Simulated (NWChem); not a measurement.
System: CH5F2NSi; SMILES CN[SiH](F)F

Here is an NWChem input.

```
start job
memory heap 200 mb stack 900 mb global 1100 mb
geometry units angstroms noautoz
  Si    -0.091638     0.518811    -0.242418
  F      1.078647     1.630603    -0.250738
  F     -1.175342     1.107405     0.805710
  N      0.592530    -0.965125     0.207097
  C      0.094912    -2.273639    -0.151646
  H     -0.763431     0.416527    -1.552803
  H      1.331438    -0.966847     0.902163
  H     -0.632147    -2.186269    -0.973975
  H     -0.417915    -2.787250     0.681119
  H      0.903702    -2.932300    -0.509890
end
basis spherical
  * library def2-svp
end
dft
  xc b3lyp
  iterations 150
  mulliken
end
task dft energy
```

All runs use the structure optimised with PBE0/def2-SVP.

Problem. Predict the main results of this run. (B3LYP/def2-SVP.) Quantities: energy (Ha); highest occupied level (eV); orbital gap (eV); dipole (D).

Solution. The energy (Ha) comes out as -584.89 and the highest occupied level (eV) is -7.13. The orbital gap (eV) comes out as 8.17 and the dipole (D) comes out as 2.73.
